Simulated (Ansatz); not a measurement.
Input for Ansatz (a first-principles code): R-CCSD(T)/def2-TZVPP on ClHPbS (SMILES [SH][Pb][Cl]), a point of a torsion scan. Elements past Kr take the def2 small-core potentials; no spin–orbit coupling. The run froze 19 orbitals, filled d shells among them.

Ansatz 0.2 input:
```yaml
crystal:
  periodic: [false, false, false]
  atoms:
    - {symbol: S, position_ang: [-1.56073099, 0.52180857, -0.09889577]}
    - {symbol: Pb, position_ang: [0.83455091, 0.95964153, -0.84059801]}
    - {symbol: Cl, position_ang: [1.97852221, 1.08213354, 1.37130551]}
    - {symbol: H, position_ang: [-1.38931092, -0.60599794, 0.56787081]}
basis:
  gaussian:
    orbitals: def2-TZVPP
magnetization: {spin_polarized: false}
correlation: {method: ccsd_t, electrons: outside_noble_gas}
scf: {lower_state_search: off}
```

It printed:

```
WARN ansatz: RAYON_NUM_THREADS=1 ignored (pool sized by the plan → 1); use --threads N
Functional definition: HF
these checks for a lower state are left out or cut short: stability, starts, cluster_reference, orbital_swaps, neighbouring_geometries, increment
integrals: 0.33 GiB planned
1049 factors; integrals over basis functions are off by at most 8.9e-4 eV
mean field: 0.47 GiB planned
mean field evaluation 1: about -28558.2376 eV, gradient 2.1e1 eV
mean field evaluation 2: about -28558.2632 eV, gradient 2.1e1 eV
mean field evaluation 4: about -28559.9780 eV, gradient 2.0e0 eV
mean field evaluation 8: about -28560.0148 eV, gradient 3.0e-1 eV
mean field -28560.01543061 eV, -1049.5612084011 hartree, gradient 2.2e-6 eV, S^2 0.000000; 0 other end points of the search recorded, 0 dependent functions left out
19 core orbitals not correlated
reference -28560.01543061 eV, -1049.5612084011 hartree; 9, 9 occupied and 120, 120 virtual orbitals, 1049 factors
second order -11.95190803 eV of doubles, -0.00000000 eV of singles
coupled cluster: 0.86 GiB planned
cycle   1  -12.64280915 eV  change   -6.9e-1 eV  update   8.1e-2
cycle   2  -12.93562598 eV  change   -2.9e-1 eV  update   2.6e-2
cycle   3  -13.00184699 eV  change   -6.6e-2 eV  update   1.5e-2
cycle   4  -12.99534706 eV  change    6.5e-3 eV  update   4.8e-3
cycle   5  -12.99304639 eV  change    2.3e-3 eV  update   2.4e-3
cycle   6  -12.99311277 eV  change   -6.6e-5 eV  update   1.0e-3
cycle   7  -12.99314782 eV  change   -3.5e-5 eV  update   4.1e-4
cycle   8  -12.99322043 eV  change   -7.3e-5 eV  update   1.7e-4
cycle   9  -12.99323494 eV  change   -1.5e-5 eV  update   6.6e-5
cycle  10  -12.99320602 eV  change    2.9e-5 eV  update   3.3e-5
cycle  11  -12.99321717 eV  change   -1.1e-5 eV  update   1.4e-5
perturbative correction -0.59650917 eV, -0.0219213076 hartree
Total energy: -28573.60515694 eV, -1050.0606216324 hartree
Checks for a lower state left out: stability, starts, cluster_reference, orbital_swaps, neighbouring_geometries, increment
```

Self-consistency was reached.

Cost: about 14 core-seconds (a rough figure).
